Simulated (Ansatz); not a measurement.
CH6OSi, SMILES `CO[SiH3]` (charge 0, multiplicity 1).

Cartesian coordinates (Å):
SMILES: [SiH3]OC
```xyz
9

C     -1.3183    -0.0437     0.4913
O     -0.1416     0.7355     0.3499
Si     1.2737     0.1372    -0.2387
H     -1.1603    -0.8842     1.1750
H     -1.6561    -0.4346    -0.4741
H     -2.0997     0.5961     0.9006
H      2.2385     1.2539    -0.2243
H      1.0974    -0.3769    -1.6214
H      1.7663    -0.9834     0.6033
```
Charge 0, spin multiplicity 1.

Frozen-core energies in 6-31g from Ansatz (a quantum-chemistry and plane-wave program) at a geometry from B3LYP-D3(BJ)/def2-TZVP; the HF reference has <S^2> = 0.00 and the T1 diagnostic is 0.010.

```json
[
 {"level": "HF", "energy (Ha)": "-405.04166", "difference from CCSDTQ (mHa)": "306.63"},
 {"level": "MP2", "energy (Ha)": "-405.30923", "difference from CCSDTQ (mHa)": "39.05"},
 {"level": "CCSD", "energy (Ha)": "-405.34168", "difference from CCSDTQ (mHa)": "6.61"},
 {"level": "CCSD(T)", "energy (Ha)": "-405.34707", "difference from CCSDTQ (mHa)": "1.21"},
 {"level": "CCSDT", "energy (Ha)": "-405.34767", "difference from CCSDTQ (mHa)": "0.61"},
 {"level": "CCSDT(Q)", "energy (Ha)": "-405.34834", "difference from CCSDTQ (mHa)": "-0.05"},
 {"level": "CCSDTQ", "energy (Ha)": "-405.34829", "difference from CCSDTQ (mHa)": "0.00"}
]
```
